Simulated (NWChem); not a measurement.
System: SiHCl, singlet; SMILES [SiH]Cl

Input file for NWChem:

```
start job
memory heap 200 mb stack 700 mb global 900 mb
geometry units angstroms noautoz
  Si    -0.109798    -1.102813     0.000000
  H      1.413583    -1.315825     0.000000
  Cl    -0.011831     0.985160     0.000000
end
basis spherical
  * library def2-tzvpd
end
dft
  xc xpbe96 cpbe96
  iterations 150
end
tddft
  cis
  nroots 6
  notriplet
end
task tddft energy
```

Low-valent species are run as closed-shell singlets; no triplet was tried in these runs. Geometry: optimised at PBE0/def2-SVP.

Vertical excitations in the gas phase.

Problem. Predict the main results of this run. (PBE/def2-TZVPD, TDA.) Quantities: basis functions; lowest excitation, singlet (eV); oscillator strength of that lowest state; lowest state with f > 0.02, singlet (eV); orbital gap (eV).

Solution. 
```json
{
  "number_of_basis_functions": "98",
  "lowest excitation, singlet (eV)": "2.64",
  "oscillator_strength_of_that_lowest_state": "0.017",
  "lowest state with f > 0.02, singlet (eV)": "5.65",
  "orbital gap (eV)": "2.08"
}
```
